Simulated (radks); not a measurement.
Values are calculated unless marked as measured or tabulated.
Species: Xe18+. Configuration: [Kr] (the NIST ground configuration).

Code: a radial shooting solver on a logarithmic mesh with Libxc functionals. Model: scalar-relativistic Kohn-Sham, PBE, spin-polarised, spherical densities, finite nucleus; Fermi nuclear charge, rms radius 4.7859 fm.

Energy parts (hartree):
part                        energy
total                  -7320.16106
kinetic                 7704.88604
electron-nucleus      -17088.24103
Hartree                 2233.05921
exchange-correlation    -169.86528

Orbitals (lengths in bohr, moments of r in powers of bohr):
| orbital | occ. | eigenvalue (hartree) | <1/r> | <r^4> | <r> |
|---|---|---|---|---|---|
| 1s | 2 | -1280.489 | 58.10 | 2.435e-06 | 0.02666 |
| 2s | 2 | -213.9846 | 13.34 | 0.0004106 | 0.1145 |
| 2p | 6 | -193.8305 | 12.73 | 0.0002973 | 0.1002 |
| 3s | 2 | -56.84919 | 4.829 | 0.01689 | 0.3043 |
| 3p | 6 | -50.33564 | 4.593 | 0.01753 | 0.3017 |
| 3d | 10 | -40.77690 | 4.359 | 0.01467 | 0.2770 |
| 4s | 2 | -22.12353 | 2.136 | 0.3404 | 0.6625 |
| 4p | 6 | -19.85693 | 2.014 | 0.4038 | 0.6870 |

The highest occupied level is 4p at -540.33 eV. For comparison, the ionisation energy in NIST's Atomic Spectra Database is 549 eV (theoretical). In exact Kohn-Sham theory the highest level is minus the ionisation energy, but local and semilocal functionals leave it too shallow, through self-interaction and a potential that decays too fast; potentials with the right tail come closer. Summed over all electrons, <r^2> = 6.035 bohr^2, which gives a Langevin (diamagnetic) susceptibility term of -4.78 x 10^-6 cm^3/mol.
